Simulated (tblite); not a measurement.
Compound: C₂H₁₀O₂SSi₂.
Numbering: `[CH3:1][O:2][SiH2:3][Si@H:4]([OH:5])[S:6][CH3:7]` (hydrogens: H8, H9, H10 on C1; H11, H12 on Si3; H13 on Si4; H14 on O5; H15, H16, H17 on C7)

The geometry is computed with GFN2-xTB (gas phase).

Problem. Give the optimised bond lengths and angles.

Solution. 
```tsv
bond	length (bohr)	order
C1–O2	2.635	single
O2–Si3	3.079	single
Si3–Si4	4.317	single
Si4–O5	3.069	single
Si4–S6	4.092	single
S6–C7	3.437	single
C1–H8, C1–H9, C1–H10	2.062	single
Si3–H11	2.788	single
Si3–H12	2.782	single
Si4–H13	2.783	single
O5–H14	1.804	single
C7–H15, C7–H16, C7–H17	2.051	single
```

Bonds in one row agree within 0.02 bohr and their mean is given. Orders are formal, as drawn. A selection of angles:
```tsv
angle	degrees
O2–C1–H8	108.3
O2–C1–H9	110.5
H8–C1–H9	109.3
C1–O2–Si3	127.0
O2–Si3–Si4	100.5
O2–Si3–H11	109.5
O2–Si3–H12	110.3
Si4–Si3–H11	117.8
Si4–Si3–H12	114.1
H11–Si3–H12	104.5
Si3–Si4–O5	101.4
Si3–Si4–S6	116.0
Si3–Si4–H13	120.3
O5–Si4–S6	106.5
O5–Si4–H13	109.2
S6–Si4–H13	102.7
Si4–O5–H14	121.8
Si4–S6–C7	99.0
S6–C7–H15	107.2
S6–C7–H16	109.5
H15–C7–H16	110.4
```

Dihedral angles: C1–O2–Si3–Si4 177° (antiperiplanar); O2–Si3–Si4–O5 180° (antiperiplanar); Si3–Si4–S6–C7 -64° (synclinal); H14–O5–Si4–Si3 -160° (antiperiplanar).

Si4 (oxygen-bound silicon) is distorted tetrahedral (angles from 101.4° to 120.3°). Si3 (oxygen-bound silicon) is distorted tetrahedral (angles from 100.5° to 117.8°). Of the pairs four or more bonds apart, O2···H16 is among the closest relative to their van der Waals radii: 2.59 Å, 95 % of the sum of Bondi's values. O5 (silanol oxygen) is bent (angle 121.8°).

Point group: C1 (no symmetry element, even within 0.4 Å). Its GFN2-xTB frequencies are all real (lowest 31 cm⁻¹). The numbers are those of one conformer (C1–O2–Si3–Si4 177°, O2–Si3–Si4–O5 180°, Si3–Si4–O5–H -160°, Si3–Si4–S6–C7 -64°).
